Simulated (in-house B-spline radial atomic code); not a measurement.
Configurations of Lu⁸⁺, with energies counted from [Kr] 4d10 4f13 5s2 5p2. Method: Dirac-Hartree-Fock, average of configuration, Fermi nucleus of rms radius 5.37 fm. Calculated with a B-spline radial code for spherical atoms. Energies include first-order Breit, QED and recoil terms.

Occupations are held fixed; configurations that lie above the ionisation limit could autoionise.

| configuration | E - E(ref) (eV) | highest orbital | its <r> (bohr) |
| --- | --- | --- | --- |
| [Kr] 4d10 4f12 5s2 5p3 | -9.0221 | 5p3/2 | 1.238 |
| [Kr] 4d10 4f12 5s2 5p2 6s1 | 55.226 | 6s1/2 | 2.145 |
| [Kr] 4d10 4f12 5s2 5p2 6d1 | 83.959 | 6d5/2 | 2.856 |
| [Kr] 4d10 4f13 5s2 5p1 7s1 | 97.024 | 7s1/2 | 3.543 |
| [Kr] 4d10 4f13 5s2 5p1 9s1 | 124.21 | 9s1/2 | 7.288 |
| [Kr] 4d10 4f12 5s2 5p2 9g1 | 129.43 | 9g7/2 | 12.15 |
| [Kr] 4d9 4f13 5s2 5p2 6s1 | 253.46 | 6s1/2 | 2.143 |
| [Kr] 4d9 4f13 5s2 5p2 8s1 | 306.14 | 8s1/2 | 5.221 |
| [Kr] 4d9 4f13 5s2 5p2 7g1 | 318.69 | 7g7/2 | 6.873 |

(1) Order these further configurations by energy, lowest first.
A. [Kr] 4d9 4f13 5s2 5p2 5g1
B. [Kr] 4d10 4f12 5s2 5p2 9d1
C. [Kr] 4d10 4f13 5s2 5p1 6g1
D. [Kr] 4d10 4f13 5s2 5p1 8g1
E. [Kr] 4d9 4f13 5s2 5p3

(2) How far above the reference does [Kr] 4d10 4f13 5s2 5p1 8s1 lie?

(3) How far above the reference does [Kr] 4d10 4f12 5s2 5p2 8d1 lie?

(4) How far above the reference does [Kr] 4d10 4f13 5s2 5p1 5g1 lie?

(5) Is the reference the lowest configuration at this level of theory?

Results:

(1) C (118.46 eV), B (122.9 eV), D (132.04 eV), E (189 eV), A (296.92 eV).

(2) 114.29 eV; its least bound orbital is 8s1/2 with <r> = 5.25 bohr.

(3) 115.93 eV; its least bound orbital is 8d5/2 with <r> = 6.459 bohr.

(4) 104.94 eV; its least bound orbital is 5g7/2 with <r> = 2.974 bohr.

(5) No: [Kr] 4d10 4f12 5s2 5p3 lies 9.022 eV lower. Averages of configurations without correlation can order differently from the measured ground levels.
